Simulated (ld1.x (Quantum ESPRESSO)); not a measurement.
# promethium: excitation energies, all-electron against TM semilocal

Pm, norm-conserving Troullier–Martins (semilocal form), made with ld1.x (Quantum ESPRESSO) 7.5 (LDA (PZ), scalar-relativistic). Core [Kr] 4d10, reference 4f4 5s2 5p6 5d1 6s2 6p0. Waves: 5s (bound): rc 1.35 bohr; 5d (bound): rc 3.20 bohr; 4f (bound): rc 1.45 bohr; 5p (bound): rc 2.60 bohr. Local part: the p channel. Core correction: none.

Occupied shells without a wave of their own: 6s. They enter only through the test configuration that unscreens the potential.

Energies are relative to the spin-unpolarised reference configuration 4f4 5s2 5p6 5d1 6s2 6p0; without spin polarisation the order of configurations can differ from experiment. Spin-polarised rows fill each open shell by Hund’s rule, majority spin first.

Problem. Give the all-electron excitation energy and the error of the potential for: 4f5 5s2 5p6 5d0 6s2 6p0; 4f5 5s2 5p6 5d0 6s1 6p0; 4f5 5s2 5p6 5d0 6s0 6p0; 4f4 5s2 5p6 5d0 6s0 6p0; 4f6 5s2 5p6 5d0 6s0 6p0; 4f3 5s2 5p6 5d0 6s0 6p0; 4f5 5s2 5p6 5d1 6s0 6p0; 4f4 5s2 5p6 5d1 6s2 6p0 (spin-polarised); 4f5 5s2 5p6 5d0 6s2 6p0 (spin-polarised).

Solution.

| valence configuration | charge | ΔE all-electron (eV) | error AE − PS (meV) |
| --- | --- | --- | --- |
| 4f5 5s2 5p6 5d0 6s2 6p0 | 0 | -2.488 | -6.7 |
| 4f5 5s2 5p6 5d0 6s1 6p0 | +1 | 3.587 | -60 |
| 4f5 5s2 5p6 5d0 6s0 6p0 | +2 | 14.731 | -151 |
| 4f4 5s2 5p6 5d0 6s0 6p0 | +3 | 38.238 | -232 |
| 4f6 5s2 5p6 5d0 6s0 6p0 | +1 | 5.842 | -7.1 |
| 4f3 5s2 5p6 5d0 6s0 6p0 | +4 | 79.686 | +169 |
| 4f5 5s2 5p6 5d1 6s0 6p0 | +1 | 4.849 | -24 |
| 4f4 5s2 5p6 5d1 6s2 6p0 (spin-polarised) | 0 | -2.998 | +5836 |
| 4f5 5s2 5p6 5d0 6s2 6p0 (spin-polarised) | 0 | -6.223 | +7472 |

These tests converged, but a pseudo level misses the all-electron one widely, so the file describes the atom poorly there or has found another state: 4f5 5s2 5p6 5d0 6s1 6p0: empty 6p by 3.8 eV; 4f5 5s2 5p6 5d0 6s0 6p0: empty 6p by 6.7 eV. The 6s level has no wave, so the channel is fitted at the deeper level alone: the likely source of the large errors.

A Bessel basis up to 400 Ry misses an occupied level by 0.03 Ry, so cutoffs and ghosts were not judged.
